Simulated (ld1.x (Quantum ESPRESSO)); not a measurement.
## Configuration tests for tantalum (RRKJ)

| Item | Value |
| --- | --- |
| Element | Ta (Z = 73) |
| Generator | ld1.x (Quantum ESPRESSO) 7.5 |
| Type | norm-conserving RRKJ (Kleinman–Bylander form) |
| Functional | PBE |
| Relativity | scalar-relativistic |
| Frozen core | [Kr] 4d10 4f14 5s2 |
| Valence charge | 11 |
| Reference configuration | 5p6 5d4 6s1 6p0 |
| Partial waves | 5p (bound): rc 1.60 bohr; 5d (bound): rc 2.80 bohr; 6s (bound): rc 3.00 bohr |
| Local potential | the s channel |
| Core correction | Bessel-smoothed model core, default radius (core density twice the valence density) |

Energies are relative to the spin-unpolarised reference configuration 5p6 5d4 6s1 6p0; without spin polarisation the order of configurations can differ from experiment.

```csv
valence configuration,charge,ΔE all-electron (eV),error AE − PS (meV)
5p6 5d3 6s2 6p0,0,-2.094,-3.6
5p6 5d3 6s1 6p0,+1,6.374,-6.7
5p6 5d3.5 6s1.5 6p0,0,-1.105,0.0
5p6 5d4 6s0 6p0,+1,7.808,-10.0
5p6 5d3 6s1 6p1,0,2.085,-463
```

**Question.** What are ΔE and the potential's error for 5p6 5d2 6s0 6p0?

**Answer.** ΔE = 44.949 eV all-electron; the error (AE − PS) is -113 meV.

**Question.** What are ΔE and the potential's error for 5p6 5d3 6s0 6p0?

**Answer.** ΔE = 21.346 eV all-electron; the error (AE − PS) is -46 meV.
